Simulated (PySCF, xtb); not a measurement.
H7Si3, SMILES [SiH3][SiH][SiH3] (connectivity only; charge and spin as stated), charge +1, multiplicity 1.

xtb with GFN2-xTB at its own geometry gives an orbital gap of 2.14 eV.

The structure is a stationary point at PBE0-D3(BJ)/def2-SVP. The spin state was assumed, not searched. The isomer is the one that the SMILES or the coordinates give; other isomers of the formula were not compared.

### Question
What does HF/def2-TZVPD (PySCF) give? (An estimate is asked for; the answer gives what the named calculation found.)

### Answer
gap 10.24 eV (levels -15.79 and -5.55 eV).
